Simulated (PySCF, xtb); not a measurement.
C₃H₁₀ClNSi, SMILES C[C@@H](N)[Si@H](C)Cl. The values are those of a single conformer.

Harmonic wavenumbers (cm⁻¹) from xtb 6.7.1 with GFN2-xTB at its own minimum, in rising order: 36, 108, 125, 146, 162, 223, 261, 304, 328, 425, 498, 621, 629, 666, 761, 826, 834, 933, 948, 1002, 1081, 1094, 1162, 1286, 1333, 1370, 1409, 1477, 1483, 1501, 1507, 1576, 2204, 2921, 2997, 3017, 3033, 3039, 3042, 3045, 3379, 3409.

Problem. What does PySCF with PBE0-D3(BJ)/def2-SVP give at its own minimum? (Estimate from the structure and the level; the computed values follow.)

Solution. 54, 118, 158, 176, 189, 242, 276, 297, 346, 430, 534, 622, 671, 743, 754, 830, 848, 890, 921, 982, 1089, 1112, 1193, 1259, 1283, 1369, 1388, 1423, 1432, 1462, 1468, 1639, 2225, 3032, 3057, 3061, 3119, 3138, 3162, 3175, 3523, 3607. Paired by order, the mean absolute difference is 45 cm⁻¹ and the zero-point energies are 80.3 and 81.9 kcal/mol.
